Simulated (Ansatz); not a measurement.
Stepwise reaction of `[O]=[Nb]([OH])([F])[F]` with water, as a gas-phase model of exchange steps in deposition or etching. ΔE in kJ/mol; ΔG adds harmonic PBE0-D4 terms to CCSD(T)/CBS, at 1 bar.

Calculated with Ansatz (gas phase, PBE0-D4/def2-TZVP geometries, no zero-point term in ΔE). CCSD(T)/CBS is the MP2 limit (def2-TZVPP, def2-QZVPP) plus CCSD(T) − MP2 in def2-TZVPP, frozen cores. This one scheme is used for every species. Functionals use def2-TZVPP. B3LYP here is the variant with VWN-RPA as its local correlation; programs differ in this. Elements past krypton have def2 core potentials. For Nb outer-core shells are correlated without core-valence functions, which leaves a few kJ/mol of doubt a bond. Each species was taken in one conformer, which may not be the lowest.

```
step                                                            reaction  PBE-D4  B3LYP-D4  ωB97M-V  CCSD(T)/CBS  ΔG(600 K)
   1    `[O]=[Nb]([OH])([F])[F]` + H₂O → `[O]=[Nb]([OH])([OH])[F]` + H–F    35.7      34.1     35.2         29.5       30.4
   2  `[O]=[Nb]([OH])([OH])[F]` + H₂O → `[O]=[Nb]([OH])([OH])[OH]` + H–F    41.9      40.6     41.4         35.5       40.4
```

(1) By hand: ΔE of the 2 steps together at CCSD(T)/CBS.

## Answers

(1) (29.5) + (35.5) = 65.0 kJ/mol, or 32.5 kJ/mol a step.

In ΔE each step is higher than the one before. All are uphill at CCSD(T)/CBS. ΔG lies between 30.4 and 40.4 kJ/mol a step. PBE-D4 differs from CCSD(T)/CBS by 6.2 to 6.4 kJ/mol a step. Isolated molecules leave out the surface, adducts and barriers. Largest T1 diagnostic: 0.022.
